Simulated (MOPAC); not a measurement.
A run for MOPAC: PM3 on HTe+, 2S+1 = 3, a spin state set in the input, which need not be the lowest, a point of a bond scan (R = 1.771 Å). Charge +1.

```
PM3 1SCF PRECISE CHARGE=1 UHF MS=1 THREADS=1
HTe

Te     0.00000000 1     0.00000000 1     0.00000000 1
H      0.00000000 1     0.00000000 1     1.77092600 1
```

The log:

```
*******************************************************************************
 **                                                                           **
 **                              MOPAC v23.2.5                                **
 **                                                                           **
 *******************************************************************************
 ** MOPAC's Digital Object Identifier: https://doi.org/10.5281/zenodo.6511958 **
 **                                                                           **
 ** Please cite the open-source release paper for use of this MOPAC version:  **
 ** J. E. Moussa and J. J. P. Stewart (2026)                                  **
 ** MOPAC: An open-source semiempirical molecular orbital program             **
 ** J. Open Source Softw., 11(119), 8025, https://doi.org/10.21105/joss.08025 **
 *******************************************************************************

                              PM3 CALCULATION RESULTS

 *******************************************************************************
 *  PM3        - The PM3 Hamiltonian to be used
 *  UHF        - UNRESTRICTED HARTREE-FOCK CALCULATION
 *
 *
 *
 *                 CHARGE ON SYSTEM = +1
 *
 *
 *
 *  MS=        - IN MECI, MAGNETIC COMPONENT OF SPIN =  1.0
 *  PRECISE    - TIGHTER CRITERIA TO BE USED
 *  1SCF       - DO 1 SCF AND THEN STOP
 *  THREADS=1  - MULTI-THREADING NOT USED
 *  T=         - A TIME OF 172800.0 SECONDS REQUESTED
 *  DUMP=N     - RESTART FILE WRITTEN EVERY 7200.0 SECONDS REQUESTED
 *******************************************************************************
PM3 1SCF PRECISE CHARGE=1 UHF MS=1 THREADS=1
 HTe

   ATOM   CHEMICAL          X               Y               Z
  NUMBER   SYMBOL      (ANGSTROMS)     (ANGSTROMS)     (ANGSTROMS)

     1      Te          0.00000000  *   0.00000000  *   0.00000000  *
     2       H          0.00000000  *   0.00000000  *   1.77092600  *



          CARTESIAN COORDINATES

    NO.       ATOM           X           Y           Z

     1        Te          0.0000      0.0000      0.0000
     2         H          0.0000      0.0000      1.7709

  H: (PM3): J. J. P. STEWART, J. COMP. CHEM. 10, 209 (1989).
 Te: (PM3): J. J. P. STEWART, J. COMP. CHEM. 12, 320-341 (1991).

           Empirical Formula: H Te  =     2 atoms



      MOLECULAR POINT GROUP   :   C*v


          UHF CALCULATION, NO. OF ALPHA ELECTRONS =    4
                           NO. OF BETA  ELECTRONS =    2

 -------------------------------------------------------------------------------
 PM3 1SCF PRECISE CHARGE=1 UHF MS=1 THREADS=1
 HTe



     1SCF WAS SPECIFIED, SO BFGS WAS NOT USED
     SCF FIELD WAS ACHIEVED


                              PM3 CALCULATION
                                                       MOPAC v23.2.5 Linux




          FINAL HEAT OF FORMATION =        193.10616 KCAL/MOL =     807.95615 KJ/MOL


          COSMO AREA              =         74.92 SQUARE ANGSTROMS
          COSMO VOLUME            =         60.29 CUBIC ANGSTROMS

          IONIZATION POTENTIAL    =         14.992049 EV
          ALPHA SOMO LUMO (EV)    =        -18.684 -6.195
          BETA  SOMO LUMO (EV)    =        -14.992 -7.248
          NO. OF ALPHA ELECTRONS  =          4
          NO. OF BETA  ELECTRONS  =          2
          MOLECULAR WEIGHT        =        128.6079         POINT GROUP:  C*v

          MOLECULAR DIMENSIONS (Angstroms)

            Atom       Atom       Distance
            H     2   Te     1     1.77093
            H     2   Te     1     0.00000
           Te     1    H     2     0.00000


          SCF CALCULATIONS        =          1





   ATOM   CHEMICAL          X               Y               Z
  NUMBER   SYMBOL      (ANGSTROMS)     (ANGSTROMS)     (ANGSTROMS)

     1      Te          0.00000000  *   0.00000000  *   0.00000000  *
     2       H          0.00000000  *   0.00000000  *   1.77092600  *

                             CARTESIAN COORDINATES

   1   Te        0.000000000     0.000000000     0.000000000
   2    H        0.000000000     0.000000000     1.770926000


           Empirical Formula: H Te  =     2 atoms



      MOLECULAR POINT GROUP   :   C*v


          ALPHA EIGENVALUES
 -22.93147 -19.91977 -18.70650 -18.68403  -6.19541


           BETA EIGENVALUES
 -20.78664 -14.99205  -7.24816  -6.46697  -6.03243


              NET ATOMIC CHARGES AND DIPOLE CONTRIBUTIONS

  ATOM NO.   TYPE          CHARGE      No. of ELECS.   s-Pop       p-Pop
    1         Te           1.050467        4.9495     1.00536     3.94418
    2          H          -0.050467        1.0505     1.05047
 DIPOLE           X         Y         Z       TOTAL
 POINT-CHG.     0.000     0.000    -0.496     0.496
 HYBRID         0.000     0.000    -0.004     0.004
 SUM            0.000     0.000    -0.500     0.500


          ATOMIC ORBITAL ELECTRON POPULATIONS

     Atom    s        px        py        pz
    1 Te   1.00536   2.00000   1.00000   0.94418
    2  H   1.05047


                    (SZ)    =    1.000000
                    (S**2)  =    2.377154


          ATOMIC ORBITAL SPIN POPULATIONS

    Atom   Total    s     px     py     pz
         Atomic
    1 Te  2.6121  0.974  0.000  1.000  0.638
    2  H -0.6121 -0.612

 **********************
 *                    *
 * JOB ENDED NORMALLY *
 *                    *
 **********************




 == MOPAC DONE ==
```

The run finished. Its determinant has ⟨S²⟩ = 2.38, a mixture of spin states.

Cost: very roughly 0.020 core-seconds.
